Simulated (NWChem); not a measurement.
System: C4H2F2O; SMILES Fc1ccoc1F

NWChem input:

```
start job
memory heap 200 mb stack 900 mb global 1100 mb
geometry units angstroms noautoz
  F     -0.636825     1.959787     0.000000
  C     -0.464364     0.650184     0.000000
  C     -1.483919    -0.349009     0.000000
  C     -0.822947    -1.538711     0.000000
  O      0.519082    -1.335674     0.000000
  C      0.720621    -0.018922     0.000000
  F      1.961464     0.382243     0.000000
  H     -2.558792    -0.184949     0.000000
  H     -1.148286    -2.574530     0.000000
end
basis spherical
  F library 6-31+g*
  C library 6-31+g*
  O library 6-31+g*
  H library 6-31+g*
end
dft
  xc xtpss03 ctpss03
  iterations 150
  mulliken
end
task dft energy
```

The geometry was optimised at PBE0/def2-SVP.

**Question.** Predict the main results of this run. (TPSS/6-31+G* (spherical d).) Quantities: basis functions; energy (Ha); highest occupied level (eV); orbital gap (eV); dipole (D).

**Answer.** 
```
Property                       Value
---------------------------  -------
number of basis functions        130
energy (Ha)                  -428.54
highest occupied level (eV)    -5.63
orbital gap (eV)                4.83
dipole (D)                      2.07
```
